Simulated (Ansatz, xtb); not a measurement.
## F2GeH2Si: where a starting geometry ends

The starting geometry of this gas-phase singlet has its atoms placed at random.

```json
{"atom": "F", "x (Å)": "-1.3293", "y (Å)": "-1.0305", "z (Å)": "1.2302"}
{"atom": "F", "x (Å)": "-0.3421", "y (Å)": "0.7849", "z (Å)": "0.4270"}
{"atom": "Ge", "x (Å)": "-0.6646", "y (Å)": "1.2770", "z (Å)": "-1.0855"}
{"atom": "Si", "x (Å)": "0.1900", "y (Å)": "-0.5454", "z (Å)": "0.0295"}
{"atom": "H", "x (Å)": "1.1887", "y (Å)": "1.2406", "z (Å)": "-0.0528"}
{"atom": "H", "x (Å)": "2.0343", "y (Å)": "0.1493", "z (Å)": "0.0295"}
```

Task: One run relaxed it with r2SCAN-D4/def2-SVP. What is a likely outcome?

Result: It ends as `F[SiH](F)[GeH]`. Contacts that open: F2–Ge3 (1.62 → 3.15 Å). Contacts that close: F1–Si4 (2.00 → 1.63 Å), Ge3–H5 (2.12 → 1.59 Å), Si4–H6 (1.97 → 1.49 Å).

The energy falls by 9.19 eV over 21 steps:

```csv
step,E − E(last) (eV)
1,9.190
3,3.396
5,2.385
8,0.748
10,0.152
12,0.052
14,0.016
17,0.001
19,0.000
21,0.000
```

Final geometry (Å):

| atom | x (Å) | y (Å) | z (Å) |
| --- | --- | --- | --- |
| F | -0.8963 | -1.3627 | 0.7079 |
| F | -0.4243 | 1.0781 | 1.4964 |
| Ge | -0.2687 | 1.0416 | -1.6538 |
| Si | 0.0927 | -0.0930 | 0.4822 |
| H | 1.1355 | 1.7539 | -1.4002 |
| H | 1.4381 | -0.5420 | 0.9456 |

From the same start GFN2-xTB reaches the same bonding as this run.

From so rough a start the end depends on the optimiser's path, so another program may land elsewhere. No frequencies were run, so the end isn't proven a minimum. Run with Ansatz 0.2.0, 32 s on 2 threads of Intel(R) Xeon(R) Platinum 8488C (Sapphire Rapids), with other jobs on the host.
